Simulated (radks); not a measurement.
Results of a calculation; reference values are marked as such.
Excited configurations of Ca I: one electron is placed in a higher orbital outside [Ar] 4s1. The ground configuration is [Ar] 4s2. Level of theory: scalar-relativistic Kohn-Sham, PBE, spin-polarised, spherical densities, point nucleus; open shells are filled with parallel spins first (a radial shooting solver on a logarithmic mesh with Libxc functionals). Excitation = E - E(ground); binding = E(ion) - E, where the ion is the core of charge +1; n* = 1/sqrt(2 binding) in atomic units, and the quantum defect is n - n*.

outer orbital  excitation (eV)  binding (eV)  quantum defect  eigenvalue (eV)
3d                       1.814         4.278           1.217           -0.984
4d                       4.419         1.673           1.148           -0.788
4f                       5.111         0.980           0.275           -0.471
5p                       4.314         1.777           2.233           -1.063
6p                       5.041         1.050           2.401           -0.664
6d                       5.373         0.719           1.650           -0.459
7p                       5.387         0.705           2.606           -0.467

The Delta-SCF ionisation energy is 6.092 eV (NIST Atomic Spectra Database: 6.113 eV, measured). Self-interaction in the functional shifts the binding energies and quantum defects, so they are the method's values and not measured ones.
